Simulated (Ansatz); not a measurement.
The lowest singlet and triplet of Cl2Ge (SMILES [Cl][Ge][Cl]); geometries from B3LYP-D3(BJ)/def2-TZVP, each state relaxed from the structure named, with no frequency check.
Singlet (charge 0, multiplicity 1):
```xyz
3

Cl    -1.69380    -0.68511     0.00000
Ge    -0.00050     0.72668     0.00000
Cl     1.69475    -0.68275     0.00000
```
Triplet (charge 0, multiplicity 3):
```xyz
3

Cl    -1.878    -0.541     0.000
Ge     0.000     0.573     0.000
Cl     1.879    -0.538     0.000
```

A positive gap puts the triplet lower; no zero-point energy. R- takes a restricted singlet. U- takes an unrestricted singlet (broken symmetry where lower, unprojected). The triplet is unrestricted in single-reference levels. Active spaces average the two states.

Correlated levels freeze the cores. Filled d and f shells under p-block atoms count as core.

Programs: Ansatz (a first-principles code) with Gaussian orbitals. Values without a source in brackets are computed.

Problem. Estimate the gap E(singlet) − E(triplet), adiabatic that R-PBE/def2-TZVPP returns for this input.

Solution. -60.9 kcal/mol

Problem. What is the computed gap E(singlet) − E(triplet), adiabatic (U-HF/def2-SVP)?

Solution. -45.2 kcal/mol

Problem. Give the gap E(singlet) − E(triplet), adiabatic at the level SC-NEVPT2 on SA-CASSCF(2,2)/def2-SVP.

Solution. -58.0 kcal/mol
